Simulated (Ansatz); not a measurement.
Mulliken charges of BH2IOSZn (`O[B](I)[Zn][SH]`) from PBE/def2-TZVPP in Ansatz (PBE0-D4/def2-TZVP geometry).

```
atom   x (Å)   y (Å)   z (Å)  charge (e)
  O1  -1.273   0.970  -1.514      -0.201
  B2  -0.882   0.350  -0.395       0.286
  I3  -2.408  -0.119   1.101      -0.112
 Zn4   1.047  -0.206   0.046      -0.018
  S5   3.067  -0.821   0.577      -0.264
  H6  -2.217   1.162  -1.569       0.204
  H7   2.666  -1.335   1.753       0.105
```

Problem. By hand: the dipole of these point charges (1 e Å = 4.8032 D).

Solution. Σ q r = (-0.728, 0.236, -0.221) e Å, of length 0.797 e Å = 3.83 D.

Problem. How does the dipole of the full density compare? (Best estimate.)

Solution. Ansatz gave: (-0.412, 0.135, -0.127) e Å, 2.17 D; the point charges give 1.76 times that, at 0° from its direction.

Point charges leave out the atoms' own dipoles, such as those of lone pairs, and Mulliken's split depends on the basis, so the two needn't agree.
